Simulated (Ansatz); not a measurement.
Consider the cleavage of the Si–Al bond: `B[CH2][Al]([CH3])[SiH3]` + `C=CS` → `C=CS[SiH3]` + `B[CH2][AlH][CH3]`.

Program: Ansatz. Geometries: PBE0-D4/def2-TZVP. ΔE: electronic, gas phase. CCSD(T)/CBS is the MP2 limit (def2-TZVPP, def2-QZVPP) plus CCSD(T) − MP2 in def2-TZVPP, frozen cores. This one scheme is used for every species. DFT in def2-TZVPP. HSE06 is defined as in plane-wave codes. One conformer a species, not always the lowest.

CCSD(T)/CBS gives -47.3 kJ/mol.

(1) Another level gave -48.4 kJ/mol. Which?
A. HSE06-D4/def2-TZVPP
B. r2SCANh-D4/def2-TZVPP
C. HF/def2-TZVPP
D. B2PLYP/def2-TZVPP

Largest T1 diagnostic among the species: 0.012.

Results:

(1) D. B2PLYP -48.4, r2SCANh-D4 -44.1, HF/def2-TZVPP -55.5, HSE06-D4 -38.4 kJ/mol.

From BLYP to BHLYP (50 % exact exchange), in def2-TZVPP and without D4, ΔE moves by −9.1 kJ/mol. At CCSD(T), def2-SVP lies +6.9 kJ/mol from the extrapolated value and def2-TZVPP +3.5 kJ/mol. Leaving LDA and LC-ωPBE aside and taking each functional with its dispersion term where it has one, the values, not all of them listed here, spread over 18.8 kJ/mol, from B97M-V to PBE-D4.

CCSD(T)/CBS has its own doubt, a few kJ/mol and more with outer-core shells, so smaller differences from it don't rank the levels.
